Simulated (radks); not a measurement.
Results of a calculation; reference values are marked as such.
Excited configurations of Ar I: one electron is placed in a higher orbital outside [Ne] 3s2 3p5. The ground configuration is [Ar]. Level of theory: scalar-relativistic Kohn-Sham, BLYP, spin-polarised, spherical densities, finite nucleus; open shells are filled with parallel spins first; Fermi nuclear charge, rms radius 3.4274 fm (a radial shooting solver on a logarithmic mesh with Libxc functionals). Excitation = E - E(ground); binding = E(ion) - E, where the ion is the core of charge +1; n* = 1/sqrt(2 binding) in atomic units, and the quantum defect is n - n*.

outer orbital,excitation (eV),binding (eV),n*,quantum defect,eigenvalue (eV),<r> (bohr)
4d,14.316,1.345,3.181,0.819,-0.637,12.84
5s,13.713,1.948,2.642,2.358,-1.128,11.05
7s,14.893,0.768,4.208,2.792,-0.489,30.35

The Delta-SCF ionisation energy is 15.661 eV (NIST Atomic Spectra Database: 15.760 eV, measured). Self-interaction in the functional shifts the binding energies and quantum defects, so they are the method's values and not measured ones. Open shells are spherical and high-spin; term and fine-structure splittings are not resolved.
